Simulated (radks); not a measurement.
Task: Species: Ag XI. Configuration: [Kr] 4d1 (the NIST ground configuration). All-electron calculation, scalar-relativistic Kohn-Sham, PBE, spin-polarised, spherical densities, finite nucleus; open shells are filled with parallel spins first (spin-orbit coupling, left out, can overturn this in heavy ions); Fermi nuclear charge, rms radius 4.5454 fm. Program: a radial shooting solver on a logarithmic mesh with Libxc functionals. Some entries of the table are withheld. Estimate them.

orbital,occ.,eigenvalue (hartree),<1/r> (bohr^-1)
1s down,1,-938.2773,49.43
1s up,1,-938.2772,49.43
2s up,1,-144.5790,11.23
2s down,1,-144.5669,11.23
2p up,3,-130.4609,10.85
2p down,3,-130.4518,10.85
3s up,1,-32.44536,3.956
3s down,1,-32.43936,3.956
3p up,3,-27.80842,3.771
3p down,3,-27.80147,3.771
3d up,5,(1),3.548
3d down,5,(2),3.548
4s up,1,(3),1.617
4s down,1,(4),1.619
4p up,3,-8.77089,1.502
4p down,3,-8.71802,1.503
4d up,1,-6.54674,(5)
4d down,0,-6.49434,(6)

Result: 
(1) 3d up eigenvalue (hartree): -20.52371
(2) 3d down eigenvalue (hartree): -20.51280
(3) 4s up eigenvalue (hartree): -10.23418
(4) 4s down eigenvalue (hartree): -10.18238
(5) 4d up <1/r> (bohr^-1): 1.309
(6) 4d down <1/r> (bohr^-1): 1.309
